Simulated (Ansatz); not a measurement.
A structure drawn as `BC[SiH]1CC1`, with this starting geometry:

```xyz
14

B     0.789   -1.873    0.911
C     1.199   -0.830   -0.257
Si   -0.345   -0.023   -0.888
C    -1.176    1.016    0.417
C    -0.519    1.840   -0.632
H     1.305   -1.707    1.968
H     0.141   -2.806    0.663
H     1.854   -0.056    0.093
H     1.709   -1.415   -1.089
H    -1.462   -0.888   -1.436
H    -2.221    1.050    0.489
H    -0.556    1.037    1.404
H     0.498    2.340   -0.362
H    -1.215    2.315   -1.283
```

Total charge 0; spin multiplicity 1.

(1) Relax it with Ansatz at PBE-D4/def2-SVP and then PBE0-D4/def2-TZVP. Is the drawn bonding still there?

(2) Give the relaxed structure. (Estimate.)

Atoms count as bonded under 1.1 times the sum of their covalent radii (H–H under 0.85 Å, pairs among N, O and F under 1.55 Å), and a drawn bond as lost past 1.3 times.

Results:

(1) Yes, every drawn bond is still there and no new one forms.

(2) The calculation gave: 
Z-matrix (Å, degrees):
```
Si
C 1 1.887
B 1 2.450 2 38.8
C 1 1.847 2 122.0 3 99.4
C 1 1.871 2 119.7 3 42.2
H 1 1.477 2 115.3 3 -103.0
H 2 1.089 1 110.2 3 -120.9
H 2 1.091 1 105.3 3 118.4
H 3 1.196 1 114.2 2 111.2
H 3 1.199 1 102.1 2 -119.0
H 4 1.085 1 118.6 2 5.3
H 4 1.085 1 118.1 2 148.0
H 5 1.083 1 120.9 2 0.8
H 5 1.085 1 117.1 2 -143.8
```
All modes are real.
